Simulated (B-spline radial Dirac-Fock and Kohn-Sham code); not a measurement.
ΔSCF core binding energies without Breit or QED terms, calculated with a B-spline atomic structure program.

A sound run for the I⁺ ion, 1s2 2s2 2p6 3s2 3p6 3d10 4s2 4p6 4d10 5s2 5p4: The ground state converged in 10 iterations, with total energy -7115.41771 Ha, virial ratio 1.94344 and highest orbital energy -19.12 eV. ΔSCF binding energies: K (1s) 33303.3 eV, L3 (2p3/2) 4585.4 eV, M5 (3d5/2) 638.8 eV.

A second run, with one unsound setting: The ground state had not converged after 5 iterations, with total energy -7115.41683 Ha, virial ratio 1.94368 and highest orbital energy -19.23 eV. ΔSCF binding energies: K (1s) 33303.3 eV, L3 (2p3/2) 4585.5 eV, M5 (3d5/2) 638.9 eV (not all states converged, so these are not final).

```
iter   energy (Ha)        error
   1    -7111.64600322  1.79e+00
   2    -7114.30434492  2.62e-01
   3    -7115.35445386  5.63e-02
   4    -7115.41350312  1.55e-02
   5    -7115.41682614  7.44e-03
```

Question: Which fault fits the second run best?
A. too few iterations
B. speed of light below Z
C. nuclear radius in wrong units
D. overfilled shell

Answer: A. The input had maxit = 5: maxit ends the run before self-consistency.
